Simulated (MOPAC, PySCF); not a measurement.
H$_{6}$BBrSi$_{2}$, SMILES `[SiH3]B([SiH3])Br`, neutral singlet in the gas phase. 

Cartesian coordinates (Å):
```xyz
10

Si     1.6954    -0.4816     0.2562
B      0.0867     0.7129     0.0003
Si    -1.7913     0.0389    -0.2672
Br     0.4171     2.6022     0.0256
H      2.7565    -0.1345    -0.7432
H      1.3645    -1.9353     0.1223
H      2.2538    -0.2480     1.6282
H     -2.8274     1.1119    -0.3729
H     -2.1420    -0.8763     0.8688
H     -1.8132    -0.7901    -1.5181
```
Charge 0, spin multiplicity 1.

All levels are single points at this geometry (PBE-D3(BJ)/def2-TZVP); Pople sets use spherical d functions. Orbital energies aren't observables, and empty levels follow the basis.

B3LYP/3-21G in PySCF gives gap (eV) = 4.43.

Problem. Estimate the gap (eV) from each of these levels: PBE-D3(BJ)/def2-TZVP in PySCF; B3LYP/6-311+G** (LANL2DZ on Br) in PySCF; HF/STO-3G in PySCF; AM1 in MOPAC; PM7 in MOPAC.

Solution. 
```tsv
level	gap (eV)
PBE-D3(BJ)/def2-TZVP in PySCF	2.60
B3LYP/6-311+G** (LANL2DZ on Br) in PySCF	4.35
HF/STO-3G in PySCF	13.08
AM1 in MOPAC	9.21
PM7 in MOPAC	7.85
```
